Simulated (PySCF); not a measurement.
C3H8FOSi (doublet state).
Structure used (GFN2-xTB), in Å, numbered top down from 1:
```
atom  x, y, z in Å
C1    -2.283    0.031   -0.120
C2    -1.235    0.967   -0.569
C3     0.151    0.507   -0.790
O4     0.859    0.534    0.444
Si5    2.363    0.127    0.826
F6     2.356    0.368    2.406
H7    -2.182   -0.936   -0.612
H8    -3.277    0.435   -0.306
H9    -2.205   -0.151    0.960
H10   -1.402    2.025   -0.462
H11    0.678    1.156   -1.500
H12    0.169   -0.521   -1.172
H13    2.648   -1.284    0.614
H14    3.359    1.022    0.257
```

The hyperfine couplings belong to this conformer and change with its torsions.

The species is `C[CH]CO[SiH2]F` [radical].

The calculation used PySCF 2.14.0, UKS B3LYP, pcH-1 on C F H O Si, non-relativistic, mean-field spin-orbit, GIAO. Isolated species at its GFN2-xTB geometry (one conformer only). Couplings are sensitive to structure, and on GFN2-xTB geometries they can be far from those on DFT ones. Stability of the SCF solution: not tested.

**Question.** Match the computed a_iso(13C) values +105.3, -31.4, -10.5 MHz with the sites C1; C2; C3.

**Answer.** 
```json
{"site": "C1", "a_iso (MHz)": "-31.4", "ρ(0) (bohr⁻³)": "-0.0280", "position": "1 bond from C2", "distance from C2 (Å)": "1.47", "spin population": "-0.08", "largest |T| (MHz)": "2.7"}
{"site": "C2", "a_iso (MHz)": "+105.3", "ρ(0) (bohr⁻³)": "+0.0937", "position": "largest spin population", "distance from C2 (Å)": "0.00", "spin population": "+1.02", "largest |T| (MHz)": "160.6"}
{"site": "C3", "a_iso (MHz)": "-10.5", "ρ(0) (bohr⁻³)": "-0.0093", "position": "1 bond from C2", "distance from C2 (Å)": "1.48", "spin population": "-0.04", "largest |T| (MHz)": "2.3"}
```

**Question.** The isotropic 1H couplings, averaged over equivalent nuclei, are +79.8, -58.6, +15.9, +1.9 MHz. Assign them to H7/H8/H9; H10; H11/H12; H13/H14.

**Answer.** 
| site | a_iso (MHz) | ρ(0) (bohr⁻³) | position | distance from C2 (Å) | bound to | spin population there | largest \|T\| (MHz) |
| --- | --- | --- | --- | --- | --- | --- | --- |
| H7/H8/H9 | +79.8 | +0.0179 | β, 2 bonds from C2 | 2.13 | C1 | -0.08 | 9.1 |
| H10 | -58.6 | -0.0131 | α, 1 bond from C2 | 1.08 | C2 | +1.02 | 39.3 |
| H11/H12 | +15.9 | +0.0036 | β, 2 bonds from C2 | 2.13 | C3 | -0.04 | 10.2 |
| H13/H14 | +1.9 | +0.0004 | 4 bonds from C2 | 4.65 | Si5 | +0.01 | 1.6 |

ρ(0) is the spin density at the nucleus and T the dipolar tensor; a_iso includes a spin–orbit part; entries for several nuclei are means. Largest spin populations (Mulliken): C2 (+1.02), C1 (-0.08) and H9 (+0.07). No atom but C2 exceeds +0.15. The positive populations add up to 1.17 and the negative ones to -0.17, together 2S = 1. The angles at C2 add up to 357.7°, so it is nearly planar; its axial dipolar tensor and the negative coupling of its proton fit spin in a p orbital normal to that plane.

Nuclei that the bonding pattern makes equivalent are averaged, as if the motion that swaps them (rotation, inversion, ring flip) were fast. The three 1H nuclei of mean +79.8 MHz run from 35.5 to 164.4 MHz in the frozen geometry. The 1H value of +15.9 MHz is a mean of couplings from 8.5 to 23.3 MHz in this one geometry, not an average over conformers.
